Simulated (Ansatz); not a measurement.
Process, species as SMILES: N#C[O] → C atom + N atom + O atom
B3LYP-D3(BJ)/def2-TZVP geometries, fixed; electronic energies without zero-point terms.

Basis-set convergence of the atomisation energy at PBE with Ansatz (a program for electronic structure). Cartesian d functions, on some or all atoms, in 6-31G**; all else is spherical. The program fits the integrals of some runs and decomposes those of others, by size. Open shells are unrestricted. No added dispersion term, no relativity. Functions are those of the species that has most. Reference: the value in aug-pcseg-3, 349.95 kcal/mol, itself unsure by roughly 0.23 kcal/mol (its mean distance from aug-cc-pVQZ, cc-pV5Z, def2-QZVPPD). Deviations are taken from unrounded values.

```json
[
 {"basis": "6-31G", "functions": "27", "atomisation energy (kcal/mol)": "312.56", "minus reference (kcal/mol)": "-37.39"},
 {"basis": "def2-SVP", "functions": "42", "atomisation energy (kcal/mol)": "354.73", "minus reference (kcal/mol)": "4.77"},
 {"basis": "6-31G**", "functions": "45", "atomisation energy (kcal/mol)": "347.71", "minus reference (kcal/mol)": "-2.24"},
 {"basis": "def2-SVPD", "functions": "63", "atomisation energy (kcal/mol)": "354.48", "minus reference (kcal/mol)": "4.53"},
 {"basis": "6-311+G**", "functions": "66", "atomisation energy (kcal/mol)": "345.13", "minus reference (kcal/mol)": "-4.82"},
 {"basis": "pcseg-2", "functions": "90", "atomisation energy (kcal/mol)": "349.58", "minus reference (kcal/mol)": "-0.37"},
 {"basis": "def2-TZVPPD", "functions": "114", "atomisation energy (kcal/mol)": "349.49", "minus reference (kcal/mol)": "-0.46"},
 {"basis": "jun-cc-pV(T+d)Z", "functions": "117", "atomisation energy (kcal/mol)": "348.49", "minus reference (kcal/mol)": "-1.47"},
 {"basis": "aug-pcseg-2", "functions": "138", "atomisation energy (kcal/mol)": "349.76", "minus reference (kcal/mol)": "-0.20"},
 {"basis": "cc-pVQZ", "functions": "165", "atomisation energy (kcal/mol)": "350.87", "minus reference (kcal/mol)": "0.92"},
 {"basis": "def2-QZVPPD", "functions": "192", "atomisation energy (kcal/mol)": "349.56", "minus reference (kcal/mol)": "-0.39"},
 {"basis": "aug-cc-pVQZ", "functions": "240", "atomisation energy (kcal/mol)": "350.07", "minus reference (kcal/mol)": "0.12"},
 {"basis": "cc-pV5Z", "functions": "273", "atomisation energy (kcal/mol)": "350.12", "minus reference (kcal/mol)": "0.17"}
]
```
